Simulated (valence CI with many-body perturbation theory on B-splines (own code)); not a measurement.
Dy³⁴⁺ in brief

Computed by valence CI with perturbative core correlation (CI+MBPT): four valence electrons over a frozen Dirac-Fock core [Ar] 3d10, a basis of 11 s, 11 p, 9 d, 7 f, 5 g, 2 h, 1 i functions for each j, with the one-electron correlation potential Σ1 (screened to all orders), the two-electron term Σ2, the three-electron term Σ3, Breit, model QED; selected single and double excitations, second order for the rest (own B-spline code, finite nucleus).

The last digits are not significant, and no measured levels were compared; by estimate large intervals hold to a few tenths of a per cent, small ones and those within an open d or f shell to about a per cent.

Levels are named by their leading jj configuration (3d3/2^4 stands for four electrons in 3d with j = 3/2), which in mixed levels can hold well under half, so a name can repeat and another be missing.

Rates and lifetimes use the calculated energies. Strong lines usually hold to 10 to 20 %, long lifetimes can be off by a factor of two.

**Question.** What is the ground level?

**Answer.** (4s^2 4p1/2^2) J=0, composition 72 % 4s²4p² ³P + 27 % 4s²4p² ¹S.

**Question.** What are the static dipole polarisabilities of the lowest levels?

**Answer.** (4s^2 4p1/2^2) J=0 0.0595; (4s^2 4p1/2 4p3/2) J=1 0.0672 (tensor 0.0025); (4s^2 4p1/2 4p3/2) J=2 0.0669 (tensor 0.0044) bohr³, of which the core gives 0.00382.

**Question.** Among levels below 346.20 eV, which E1 lines absorb most strongly from the ground level?

**Answer.** to (4s 4p1/2 4p3/2^2) J=1 at 6.726 nm, f = 0.839; to (4s 4p1/2^2 4p3/2) J=1 at 9.083 nm, f = 0.484; to (4s 4p1/2 4p3/2^2) J=1 at 6.361 nm, f = 0.428.

**Question.** Name the longest-lived excited levels whose lifetime is computed, and their main decay.

**Answer.** (4s^2 4p1/2 4p3/2) J=2 at 51.43 eV lives 78.2 μs, mostly by E2 to (4s^2 4p1/2^2) J=0; (4s^2 4p3/2 4d5/2) J=4 at 237.13 eV lives 1.58 μs, mostly by M1 to (4s^2 4p1/2 4d5/2) J=3; (4s^2 4p1/2 4p3/2) J=1 at 47.85 eV lives 1.35 μs, mostly by M1 to (4s^2 4p1/2^2) J=0.

**Question.** Where does the other parity begin?

**Answer.** At (4s 4p1/2^2 4p3/2) J=2, 124.18 eV.
